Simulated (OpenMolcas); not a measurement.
Ag2+ with 6 ligands (water) in octahedral coordination (Th). Ligand basis ANO-RCC-VDZP.

```
Program             : OpenMolcas
Method              : SS-CASPT2, IPEA 0.25 Eh, imaginary shift 0.1 Eh (closed shells correlated: 4s 4p and the ligand valence shells)
Basis               : ANO-RCC-VDZP [6s5p3d1f]
Scalar Hamiltonian  : DKH2, point nucleus
Active space        : 9 electrons in 5 orbitals (4d)
State averaging     : 2S+1 = 2 even, 5 roots
Spin-orbit coupling : state interaction with AMFI integrals over the reference wave functions
```

All ligands move together. At R = 2.14 Å |10Dq| is 15224 cm-1, and at R = 2.39 Å it is 7765 cm-1.

**Question.** A third run gives 9895 cm-1. What distance was it run at?

**Answer.** With a power law R^-n the two known points give n = -ln(7765 / 15224) / ln(2.39 / 2.14) = 6.09. Then R = 2.14 × (15224 / 9895)^(1/6.09) = 2.297 Å. The run was at 2.3 Å, so the estimate is off by -0.003 Å.

Roots that are degenerate in the reference are averaged as groups; the widest CASPT2 spread within a group is 100 cm-1 (the 3-fold group of multiplicity 2 near 9890 cm-1 above the lowest state of its run, R = 2.3). Shifts and gaps below about the spread of the groups concerned are not significant. Over all roots computed the reference weight is 0.70 in R = 2.14, 0.70 in R = 2.3, 0.70 in R = 2.39; a low but even weight reflects the number of correlated electrons. An orbital doublet at a regular site is open to a Jahn-Teller distortion, which this geometry leaves out. Ligand-to-metal charge-transfer states are missing. With one d shell and no ligand orbital active, 10Dq can be off by a tenth or more. Free-ion shares, where given, are those of the reference states; single-state CASPT2 does not remix them (holds for R = 2.3; R = 2.39). No measured value stands beside these numbers; the geometry is a model, was not optimised and need not be the one that this ion takes.
